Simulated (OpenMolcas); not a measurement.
# Co⁺: effect of the active space

* Program: OpenMolcas
* Method: CASSCF
* Basis: ANO-RCC-VQZP
* Scalar Hamiltonian: DKH2, point nucleus
* Spin-orbit coupling: RASSI with atomic mean-field integrals over the reference wave functions, term energies averaged over their components

A. 8 electrons in 5 orbitals (3d); 2S+1 = 3 even, 10 roots; 2S+1 = 1 even, 15 roots; cost roughly 6 core-seconds
B. 8 electrons in 6 orbitals (3d 4s); 2S+1 = 3 even, 55 roots; 2S+1 = 5 even, 10 roots kept (CI in the orbitals of an earlier block); 2S+1 = 1 even, 33 roots kept (CI in the orbitals of an earlier block); cost about 50 core-seconds

Energies in eV above 3d8 3F4, the measured ground level; measured values from NIST Handbook of Basic Atomic Spectroscopic Data.

```tsv
Level	A	B	Measured
3d8 3F4	0.0000	0.0000	0.0000
3d8 3F3	0.1192	0.1270	0.1178
3d8 3F2	0.2025	0.2165	0.1980
```

B puts 3d7 4s 5F5 lowest.

Deviations, from unrounded energies. A percentage is the sum of absolute deviations over the sum of measured energies, with the sign that they share, or ± where signs differ.

| Against measurement | Levels | A | B |
| --- | --- | --- | --- |
| mean absolute deviation (cm-1) | 2 | 24 | 110 |
| fine structure of the ground term (%) | 2 | +1.9 | +8.8 |

A lies closest to measurement on these levels. The largest miss of A in the table is 3d8 3F2, by +36 cm-1. The ranking rests on the paired levels alone, and a cruder setting can come out closer through cancelling errors.

The spin-orbit steps hold different terms of 3d8 (B lacks 1G, 1S), which shifts levels as well.

Between A and B the level of the table that moves most is 3d8 3F2, by 110 cm-1 (lowest in A, highest in B).

Without dynamic correlation excited terms often stand tens of per cent too high (terms of higher spin than the ground term too low), and those without a measured partner can miss by more than the paired ones. The lowest computed level is not the ground level that NIST lists (3F4) (holds for B). Measured partners are found by configuration, term and J. A level has none where our copy of the source lacks it or the pairing is in doubt (some pairs that miss far off the trend of their configuration count as doubtful), and it then counts in no deviation. Only configurations of the active space appear. The table leaves out levels that lie high or whose names do not pair safely across all columns.
